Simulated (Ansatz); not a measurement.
Relaxed structures of CH₃NTe, closed shell (PBE0-D4/def2-TZVP; forces vanish, vibrations not checked; lower isomers may exist, and structures with a doubtful reference or unclear bonds are left out; Å). Computed with Ansatz 0.2.0 (basis: def2-TZVPP); correlated methods freeze the cores. Filled d shells of the heavier atoms are correlated. Core potentials replace the inner electrons of the atoms past krypton. The def2 sets are not built for correlating such inner shells, so the correlated values are less sure here.

Question: Rank them by CCSD(T) energy, lowest first, and give each one's height above the lowest. Links in brackets join atoms within 1.22 times the sum of their covalent radii (1.1 for two metals). (Judge from chemistry; the value comes from the calculation.)
A.
CH₃NTe ([NH2][C][TeH])
```
6
angstrom
N -1.2286 0.2025 -0.6605
C -0.0166 -0.0692 -0.2427
Te 0.3262 0.5022 1.7500
H -1.4619 -0.0471 -1.6125
H -1.9894 0.6416 -0.1473
H 1.8796 -0.0575 1.6734
```
B.
a complex of CHNTe ([N][C][TeH]) + H₂
```
6
angstrom
N -1.6097 0.6301 -0.5265
C -0.9115 0.7000 0.3892
Te 0.2592 0.8726 2.0436
H 0.7557 -1.2228 -1.3176
H 1.4073 -1.5816 -1.2483
H 1.4325 -0.0710 1.3500
```
C.
CH₃NTe ([NH][CH][TeH])
```
6
angstrom
N -1.2591 0.2805 -0.7390
C -0.1509 -0.0327 -0.2360
Te 0.3305 0.6094 1.7125
H -1.3634 -0.0930 -1.6824
H 0.6309 -0.6299 -0.7178
H 1.8118 -0.1344 1.6628
```
D.
a complex of HCN ([CH][N]) + H₂Te
```
6
angstrom
N 0.0426 -0.1364 -0.4555
C -0.1114 -0.4750 -1.5382
Te 0.2666 1.5143 2.4090
H 0.5611 1.8394 4.0115
H -0.2550 -0.7912 -2.5491
H 0.7503 -0.0508 2.6253
```

Answer: Computed: C (0.00 kcal/mol), D (2.81 kcal/mol), B (14.00 kcal/mol), A (27.75 kcal/mol). Heights count from the lowest.

The T1 diagnostic stays at or below 0.017.

For scale, one of the runs: CCSD(T)/def2-TZVPP, 154 basis functions, launched by `ansatz run in.yaml --threads 2 --pin off --events-out ev --progress --plain --max-ram 4352MiB`. Time: 42 s of wall clock on 2 CPU threads of an Arm Neoverse V2; the host was shared. Peak host memory: 1.2 GiB.
